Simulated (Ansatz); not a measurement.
Reaction (substitution at a C–C bond): `FC(F)(F)C[O][Ti]([Cl])([Cl])[Cl]` + H₂S → `FC(F)(F)S` + `C[O][Ti]([Cl])([Cl])[Cl]`

Gas-phase electronic energies from Ansatz, PBE0-D4/def2-TZVP geometries. CCSD(T)/CBS adds triple-zeta CCSD(T) − MP2 to the extrapolated MP2 energy (def2 sets, frozen cores). This one scheme is used for every species. DFT in def2-TZVPP. HSE06 is defined as in plane-wave codes. For Ti outer-core shells are correlated without core-valence functions, which leaves a few kJ/mol of doubt a bond. Scalar relativity is left out up to krypton. Each species was taken in one conformer, which may not be the lowest.

| level | ΔE (kJ/mol) | difference from CCSD(T)/CBS |
| --- | --- | --- |
| PBE-D4 | 26.7 | -11.4 |
| BLYP-D4 | 27.6 | -10.5 |
| B97M-V | 35.1 | -3.0 |
| PBE0-D4 | 33.5 | -4.6 |
| HSE06-D4 | 33.1 | -5.0 |
| BHLYP-D4 | 40.4 | 2.3 |
| CAM-B3LYP-D4 | 36.8 | -1.3 |
| ωB97M-V | 35.3 | -2.8 |
| PBE-QIDH | 35.0 | -3.1 |
| BLYP | 20.4 | -17.7 |
| r2SCANh | 32.2 | -5.9 |
| MP2/def2-SVP | 43.3 | 5.2 |
| CCSD(T)/def2-SVP | 48.3 | 10.2 |
| HF/def2-TZVPP | 43.6 | 5.5 |
| MP2/def2-TZVPP | 35.0 | -3.1 |
| MP2/CBS(def2) | 32.7 | -5.4 |
| CCSD(T)/CBS | 38.1 | 0 |

Largest T1 diagnostic among the species: 0.024, so the coupled-cluster value is less sure than usual.

In def2-TZVPP, CCSD(T) changes the Hartree–Fock value by −3.2 kJ/mol (the triples alone add −2.2 kJ/mol) and MP2 by −8.6 kJ/mol. From BLYP to BHLYP (50 % exact exchange), in def2-TZVPP and without D4, ΔE moves by +15.5 kJ/mol. At CCSD(T), def2-SVP lies +10.2 kJ/mol from the extrapolated value and def2-TZVPP +2.3 kJ/mol.

CCSD(T)/CBS has its own doubt, a few kJ/mol and more with outer-core shells, so smaller differences from it don't rank the levels.
